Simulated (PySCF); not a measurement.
Simulation results for AlGeH4N2

Computed with PySCF 2.14.0. Calculation on a computer-drawn molecule: optimised geometry and harmonic frequencies of an isolated molecule of the commonest isotopes, restricted reference for singlets and unrestricted otherwise, frozen core in MP2; on germanium a core potential holds 10 electrons, which the energies leave out, and 3d is frozen in MP2 and coupled-cluster steps.

Entry: AlGeH4N2

Start structure:
```xyz
8
AlGeH4N2
N     -0.6246     2.1522     2.7199
Al    -0.5955     0.8264     1.4743
N     -0.5784    -0.4098     0.3402
Ge     0.1463    -1.7212    -0.5392
H     -1.3928     2.7356     2.7897
H      0.1192     2.3458     3.3154
H      1.4401    -2.3174    -0.3407
H     -0.7992    -2.2812    -1.6209
```

It was run with charge 1, multiplicity 1, method HF, basis cc-pV(D+d)Z and basis and core potential on germanium cc-pVDZ-PP ECP10MDF.

The calculation gives: rotational constants 106.4, 1.051, 1.041 GHz; total energy -646.3144 hartree; convergence status largest gradient component 9.281e-06 hartree/bohr.

Drawn bonds:
| atom | other atom | order |
| --- | --- | --- |
| 1 | 2 | 1 |
| 2 | 3 | 1 |
| 3 | 4 | 2 |
| 1 | 5 | 1 |
| 1 | 6 | 1 |
| 4 | 7 | 1 |
| 4 | 8 | 1 |

Optimised structure:
```xyz
8
AlGeH4N2
N     -0.6841     2.1307     2.6512
Al    -0.4196     0.8259     1.5657
N     -0.1641    -0.4335     0.5181
Ge     0.0960    -1.7139    -0.5468
H     -1.5194     2.6887     2.6915
H     -0.0273     2.4500     3.3421
H      1.3920    -2.4966    -0.5287
H     -0.9584    -2.1209    -1.5544
```

Modes:
| frequency (cm⁻¹) | reduced mass (dalton) |
| --- | --- |
| 78.06 | 4.633 |
| 84.11 | 6.777 |
| 110.5 | 1.008 |
| 188.6 | 5.169 |
| 239.3 | 11.23 |
| 444.7 | 11.06 |
| 454.3 | 1.215 |
| 666.7 | 1.155 |
| 715.5 | 1.08 |
| 717.1 | 1.252 |
| 949.2 | 2.027 |
| 959.9 | 1.665 |
| 1374 | 13.97 |
| 1651 | 1.1 |
| 2322 | 1.014 |
| 2327 | 1.027 |
| 3755 | 1.052 |
| 3837 | 1.094 |
